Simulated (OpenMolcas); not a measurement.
Tc6+: terms and fine structure

```
Program             : OpenMolcas
Method              : SS-RASPT2, IPEA 0.25 Eh, imaginary shift 0.1 Eh (closed shells correlated: 4s)
Basis               : ANO-RCC-VQZP [8s7p5d3f2g1h]
Scalar Hamiltonian  : DKH2, point nucleus
Active space        : 7 electrons in 8 orbitals (RAS1 4p, at most 2 holes; RAS2 4d)
State averaging     : 2S+1 = 2 even, 5 roots
Spin-orbit coupling : state interaction with AMFI integrals over the reference wave functions, term energies averaged over their components
```

With spin-orbit coupling, above the lowest level:

| Configuration | Term | J | E (eV) | g | Term weight % |
| --- | --- | --- | --- | --- | --- |
| 4d | ²D | 3/2 | 0.0000 | 0.800 | 100 |
| 4d | ²D | 5/2 | 0.420 | 1.200 | 100 |

Spin-orbit coupling puts the lowest level 0.2518 eV below the lowest spin-free term.

Active for correlation alone: 4p; no level in the range computed is led by a configuration that opens it, so any true level of that kind is missing. Only configurations of the active space appear. The first state left out of the spin-orbit step lies near 710000 cm-1 above the lowest spin-free state of the reference (among the parities and spins computed), and the list stops at four fifths of that energy or lower.

The term weight is that of the spin-free term in the level, not the purity of its configuration.
